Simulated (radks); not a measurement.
Values are calculated unless marked as measured or tabulated.
All-electron atom: Ir76+ in 1s1.

Level of theory: Dirac Kohn-Sham, relativistic LDA (MacDonald-Vosko exchange, VWN5 correlation), spin-unpolarised, spherical densities, finite nucleus; Fermi nuclear charge, rms radius 5.4032 fm (a radial shooting solver on a logarithmic mesh with Libxc functionals).

Energy parts (eV):
| part | energy |
|---|---|
| total | -87885.08 |
| kinetic | 105707.76 |
| electron-nucleus | -193963.24 |
| Hartree | 747.28 |
| exchange-correlation | -376.88 |

Orbitals (lengths in bohr, moments of r in powers of bohr; <r^-3> diverges for s and p1/2):
| orbital | occ. | eigenvalue (eV) | <r^-3> | small-component weight |
|---|---|---|---|---|
| 1s1/2 | 1 | -87196.43 | - | 8.57e-02 |
| 2s1/2 | 0 | -22134.61 | - | 2.18e-02 |
| 2p1/2 | 0 | -22093.91 | - | 2.18e-02 |
| 2p3/2 | 0 | -20155.50 | 22280 | 1.98e-02 |

The highest occupied level is 1s1/2 at -87196 eV. The density falls to 0.001 e/bohr^3 at r = 0.12 bohr. The electron density at the nucleus is 7.606e+05 e/bohr^3. Summed over all electrons, <r^2> = 0.0004129 bohr^2, which gives a Langevin (diamagnetic) susceptibility term of -0.000327 x 10^-6 cm^3/mol.
